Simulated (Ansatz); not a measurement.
Consider the hydrogen abstraction from a Te–H bond: `OB(O)[TeH]` + Cl• → `OB(O)[Te]`• + HCl.

Computed with Ansatz on PBE0-D4/def2-TZVP structures; ΔE is electronic, products minus reactants. CBS: MP2 limit from def2 TZ/QZ plus the TZ coupled-cluster correction, frozen cores. This one scheme is used for every species, atoms too. Functionals use def2-TZVPP. B3LYP here is the variant with VWN-RPA as its local correlation; programs differ in this. Open shells (•) are unrestricted, without spin–orbit coupling. Spin–orbit coupling would lower the free atoms: a little for Cl. def2 core potentials past Kr. For Te outer-core shells are correlated without core-valence functions, so the limit isn't a true one: a few kJ/mol of doubt a bond, and 10 to 20 or more in all where bonds break to atoms. One conformer a species, not always the lowest.

```csv
level,ΔE (eV)
r2SCAN-D4,-1.51
B3LYP-D4,-1.43
```

**Question.** What does CCSD(T)/CBS give? (An estimate is asked.)

**Answer.** The calculation gave: -1.43 eV. The listed levels differ from it by -0.08, 0.00 eV.

**Question.** What do rigid-rotor, harmonic-oscillator terms from PBE0-D4/def2-TZVP frequencies (298.15 K, 1 bar) make of the CCSD(T)/CBS value? (Best estimate.)

**Answer.** The calculation gave: ΔZPE = 0.00 eV, ΔH = -1.42 eV, ΔS = 7 J/(mol·K), ΔG = -1.45 eV. Open shells count their whole term as degenerate.

Largest T1 diagnostic among the species: 0.012.

At CCSD(T), def2-SVP lies +0.04 eV from the extrapolated value and def2-TZVPP +0.01 eV. In def2-TZVPP, CCSD(T) changes the Hartree–Fock value by −0.14 eV (the triples alone add −0.00 eV) and MP2 by −0.24 eV. Leaving LDA and LC-ωPBE aside and taking each functional with its dispersion term where it has one, the values, not all of them listed here, spread over 0.16 eV, from ωB97M-V to BHLYP-D4. LDA lies −0.11 eV from PBE without D4.

CCSD(T)/CBS has its own doubt, a few kJ/mol and more with outer-core shells, so smaller differences from it don't rank the levels.
